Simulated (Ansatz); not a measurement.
`O[SiH2][AlH2]` + `C[SiH](N)Cl` → `C[SiH](Cl)[NH][AlH2]` + `O[SiH3]`  (cleavage of the Al–Si bond)

Isolated molecules relaxed with PBE0-D4/def2-TZVP in Ansatz; ΔE leaves out vibrations. CCSD(T)/CBS is the MP2 limit (def2-TZVPP, def2-QZVPP) plus CCSD(T) − MP2 in def2-TZVPP, frozen cores. Functionals use def2-TZVPP. B3LYP here is the variant with VWN-RPA as its local correlation; programs differ in this. Each species was taken in one conformer, which may not be the lowest.

`O[SiH2][AlH2]`:

Cartesian coordinates in Å:
```
O 0.276 0.259 1.821
Si 0.494 0.549 0.200
Al -0.917 -0.999 -1.088
H 0.776 0.803 2.432
H 0.169 1.976 -0.124
H 1.938 0.400 -0.169
H -0.893 -0.903 -2.676
H -1.844 -2.086 -0.395
```

`C[SiH](N)Cl`:

Z-matrix (Å, degrees):
```
C
Si 1 1.853
H 1 1.092 2 110.6
H 1 1.092 2 110.4 3 120.5
H 1 1.093 2 110.6 3 -119.3
N 2 1.706 1 110.0 3 179.0
Cl 2 2.081 1 106.9 3 55.1
H 2 1.480 1 113.9 3 -60.4
H 6 1.008 2 119.7 1 169.1
H 6 1.008 2 120.0 1 -47.8
```

`C[SiH](Cl)[NH][AlH2]`:

```xyz
12

C    -0.599   -1.165   -1.614
Si   -0.148    0.374   -0.680
Cl   -1.550    1.814   -1.201
N    -0.110    0.140    1.016
Al    1.082    0.749    2.201
H    -0.629   -0.970   -2.688
H     0.131   -1.954   -1.422
H    -1.586   -1.526   -1.311
H     1.171    0.918   -1.076
H    -0.911   -0.350    1.396
H     0.821    0.419    3.726
H     2.327    1.551    1.653
```

`O[SiH3]`:

```xyz
6

O    -0.479   -0.847   -0.834
Si    0.125    0.357    0.115
H    -0.569   -1.719   -0.448
H    -0.728    0.595    1.312
H     0.150    1.570   -0.734
H     1.501    0.044    0.590
```

CCSD(T)/CBS gives -28.1 kcal/mol.

Another level gave -24.2 kcal/mol. Which?
A. B3LYP/def2-TZVPP
B. CCSD(T)/def2-TZVPP
C. MP2/def2-TZVPP
D. PBE0-D4/def2-TZVPP

D. PBE0-D4 -24.2, B3LYP -26.6, CCSD(T)/def2-TZVPP -28.5, MP2/def2-TZVPP -31.0 kcal/mol.

Largest T1 diagnostic among the species: 0.012.

The D4 term adds −0.9 kcal/mol with B3LYP and −0.5 kcal/mol with PBE0; it sums over pairs of atoms, weighted by their polarisabilities, and B3LYP, whose exchange is more repulsive, gets the larger term. From PBE to PBE0 (25 % exact exchange), in def2-TZVPP and without D4, ΔE moves by −1.1 kcal/mol.
